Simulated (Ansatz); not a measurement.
`F[SiH2][TeH]` + `C#CC` → `C#CC[TeH]` + `F[SiH3]` at 500 K and 1 bar (formal exchange of groups at a Te–Si bond).

Calculated with Ansatz (gas phase, PBE0-D4/def2-TZVP geometries, no zero-point term in ΔE). CCSD(T)/CBS adds triple-zeta CCSD(T) − MP2 to the extrapolated MP2 energy (def2 sets, frozen cores). This one scheme is used for every species. Elements past krypton have def2 core potentials. For Te outer-core shells are correlated without core-valence functions, which leaves a few kJ/mol of doubt a bond.

```csv
species,CCSD(T)/CBS energy (Eh),H − E (kJ/mol),S (J/(mol·K))
`F[SiH2][TeH]`,-658.47489,103.9,359.9
`C#CC`,-116.49627,173.5,282.9
`C#CC[TeH]`,-384.20943,176.1,375.3
`F[SiH3]`,-390.72345,94.1,267.5
```

H − E and S are ideal-gas, rigid-rotor, harmonic terms from PBE0-D4/def2-TZVP, for one conformer and one mirror image of each species. 1 Eh = 2625.50 kJ/mol, R = 8.31446 J/(mol·K).

Question: By hand: ΔE, ΔH, ΔS and ΔG.

Answer: ΔE = (-384.20943) + (-390.72345) − (-658.47489) − (-116.49627) = 0.03828 Eh = 100.5 kJ/mol. Δ(H − E) = 176.1 + 94.1 − 103.9 − 173.5 = -7.2, so ΔH = 93.3 kJ/mol. ΔS = 375.3 + 267.5 − 359.9 − 282.9 = 0.0 J/(mol·K). ΔG = 93.3 − 500 × (0.0)/1000 = 93.3 kJ/mol.

Question: By hand: the equilibrium constant, and the temperature at which ΔG would vanish if ΔH and ΔS stayed fixed.

Answer: log₁₀ K = −ΔG/(RT ln 10) = -9.7. With ΔH or ΔS at zero there is no such temperature.

The number of gas molecules stays the same, so ΔS is small and ΔH decides. A doubt of 5 kJ/mol in ΔE shifts log₁₀ K by 0.5 here. Other conformers and mirror images would add mixing entropy, several J/(mol·K) or more a flexible species. These are equilibria of isolated gas molecules and say nothing of rates. Largest T1 diagnostic: 0.011 (customary marks: 0.02 for closed shells, 0.045 for open ones).

ΔS is within the doubt of such terms, so its sign, and with it that verdict, could turn.
